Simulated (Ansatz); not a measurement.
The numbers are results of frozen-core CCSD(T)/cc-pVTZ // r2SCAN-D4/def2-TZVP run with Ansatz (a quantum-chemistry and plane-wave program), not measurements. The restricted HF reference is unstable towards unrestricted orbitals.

Ansatz 0.2 input:
```yaml
crystal:
  periodic: [false, false, false]
  atoms:
    - { symbol: B, position_ang: [-1.208715, -0.000594, -0.016] }
    - { symbol: B, position_ang: [0.330867, 0.004046, 0.002372] }
    - { symbol: C, position_ang: [1.772924, 0.002227, 0.020561] }
    - { symbol: O, position_ang: [2.929702, -0.000037, 0.03506] }
    - { symbol: H, position_ang: [-1.848687, 1.014726, -0.011753] }
    - { symbol: H, position_ang: [-1.834193, -1.025071, -0.035794] }
basis:
  gaussian: { orbitals: cc-pVTZ }
correlation:
  method: ccsd_t
```

Output:

```
Functional definition: HF
873 factors; integrals over basis functions are off by at most 1.5e-3 eV
mean field evaluation 1: about -4438.0263 eV, gradient 3.0e1 eV
mean field evaluation 2: about -4438.0303 eV, gradient 3.0e1 eV
mean field evaluation 4: about -4440.9081 eV, gradient 5.0e0 eV
mean field evaluation 8: about -4441.0585 eV, gradient 3.2e-1 eV
mean field evaluation 16: about -4440.9045 eV, gradient 5.0e0 eV
mean field evaluation 32: about -4438.0698 eV, gradient 2.4e1 eV
mean field evaluation 64: about -4439.6825 eV, gradient 2.4e-4 eV
mean field -4441.05981932 eV, -163.2059381015 hartree, gradient 4.8e-6 eV, S^2 0.000000; 6 other end points of the search recorded, 0 dependent functions left out; unrestricted orbitals would lower it
determinant -4441.05981932 eV, -163.2059381015 hartree, with singles and doubles -4457.06463949 eV, -163.7941043942 hartree
determinant -4439.68247212 eV, -163.1553215255 hartree, with singles and doubles -4455.51380817 eV, -163.7371123944 hartree
4 core orbitals not correlated
reference -4441.05981932 eV, -163.2059381015 hartree; 9, 9 occupied and 135, 135 virtual orbitals, 873 factors
second order -15.20836082 eV of doubles, -0.00000000 eV of singles
cycle   1  -15.79090296 eV  change    -1.3e0 eV  update   2.7e-2
cycle   2  -15.83725854 eV  change   -4.6e-2 eV  update   6.9e-3
cycle   3  -15.83052285 eV  change    6.7e-3 eV  update   3.9e-3
cycle   4  -15.83404251 eV  change   -3.5e-3 eV  update   1.8e-3
cycle   5  -15.83454350 eV  change   -5.0e-4 eV  update   1.0e-3
cycle   6  -15.83495638 eV  change   -4.1e-4 eV  update   4.1e-4
cycle   7  -15.83523441 eV  change   -2.8e-4 eV  update   1.9e-4
cycle   8  -15.83531273 eV  change   -7.8e-5 eV  update   6.3e-5
cycle   9  -15.83528664 eV  change    2.6e-5 eV  update   2.6e-5
cycle  10  -15.83526529 eV  change    2.1e-5 eV  update   9.6e-6
cycle  11  -15.83526486 eV  change    4.4e-7 eV  update   3.3e-6
perturbative correction -0.81659907 eV, -0.0300094623 hartree
Total energy: -4457.71168325 eV, -163.8178828138 hartree
```

Cost: very roughly 50 core-seconds.
